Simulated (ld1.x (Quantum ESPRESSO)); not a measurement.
# LDA (PZ) PAW dataset for vanadium (V), scalar-relativistic all-electron reference.

ld1.x (Quantum ESPRESSO) 7.5 input, shortened:

```
&input
   title='V', zed=23., rel=1, dft='PZ', iswitch=3,
   config='[Ar] 3d3 4s1.75 4p0'
 /
 &inputp
   pseudotype=3, lpaw=.true., tm=.true., lloc=-2, rcloc=1.15,
   nlcc=.true., rcore=0.90,
   which_augfun='BG', rmatch_augfun=1.30
 /
6
4S  1  0   1.75   0.00  2.30  2.70  0.0
4S  1  0   0.00   1.45  2.30  2.70  0.0
3P  2  1   6.00   0.00  1.40  1.45  0.0
4P  3  1   0.00   0.00  1.40  1.45  0.0
3D  3  2   3.00   0.00  1.25  1.60  0.0
3D  3  2   0.00  -0.15  1.25  1.60  0.0
 &test
   configts(1)='3p6 3d3 4s1.75 4p0'
 /
```

Problem. Does the generator finish with these settings?

Solution. Yes, a potential is produced and its reference levels are reproduced.

Problem. Estimate the cutoffs (Ry, on a coarse ladder) from which the occupation-weighted sum of valence levels, in a spherical-Bessel basis at the reference potential, stays within 10 and 1 mRy of its value at 400 Ry.

Solution. 40 Ry and 70 Ry.

Problem. What does a ghost test show?

Solution. Ghost state, extra bound levels that the all-electron valence spectrum of the same l lacks: s at -34.3 eV. A true bound ghost makes a file unfit for plane-wave use.

Problem. Is the overlap operator S = 1 + Σ q|β⟩⟨β| positive definite (Bessel basis up to 400 Ry)?

Solution. Yes: its lowest eigenvalue is 0.32 (p channel).

Problem. Tests: 3p6 3d3 4s2 4p0; 3p6 3d3 4s1 4p0; 3p6 3d3 4s0 4p0; 3p5 3d3 4s2 4p0; 3p6 3d3 4s1 4p1; 3p6 3d2 4s2 4p0; 3p6 3d2 4s0 4p0. Which has the largest error in its energy relative to the reference configuration, and how large is it?

Solution. 3p6 3d2 4s0 4p0, with -66 meV (all-electron minus pseudo) on +50.25 eV.
